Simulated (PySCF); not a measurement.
TiBr3: pyramidal angle scan

TiBr3 holds Ti(III), d1, at total charge 0. The structure is a model geometry with rigid ligands and bond lengths from ionic radii, not a minimum; coordination trigonal planar, point group D3h, metal–donor distances 2.35 Å.

```
4

Ti    0.0000    0.0000    0.0000
Br    2.3500    0.0000    0.0000
Br   -1.1750    2.0352    0.0000
Br   -1.1750   -2.0352    0.0000
```

Method (PySCF 2.14, density fitting): CASSCF(1,5) with orbitals averaged over all microstates of the shell, strongly contracted NEVPT2 on the averaged canonical orbitals; basis x2c-TZVPall on the metal, x2c-SVPall elsewhere; spin-free X2C; gas phase; spin-orbit coupling by state interaction with the mean-field operator over all roots.

The angle between each bond and z grows from 90° (planar).

| pyramidal angle | group | ground | next state (NEVPT2) / cm⁻¹ | orbital energies above the lowest (NEVPT2 fit) / cm⁻¹ | μeff(300 K) / μB |
| --- | --- | --- | --- | --- | --- |
| 90.0° | D3h | 2A1' | 2E'' 3670 | 0 3670 3670 13333 13333 | 1.80 |
| 95.0° | C3v | 2A1 | 2E 3656 | 0 3656 3656 13212 13212 | 1.80 |
| 100.0° | C3v | 2A1 | 2E 3611 | 0 3611 3611 12860 12860 | 1.80 |
| 105.0° | C3v | 2A1 | 2E 3529 | 0 3529 3529 12321 12321 | 1.80 |
| 110.0° | C3v | 2A1 | 2E 3395 | 0 3395 3395 11663 11663 | 1.79 |

Charge-transfer states lie outside this active space and may come lower than some of these levels. NEVPT2 lifts 2E'' from 2576 to 3670 cm⁻¹; on the d shell alone such lifts tend to overshoot. NEVPT2 on the d shell alone tends to put d–d bands too high for such charged or covalently bound ions.
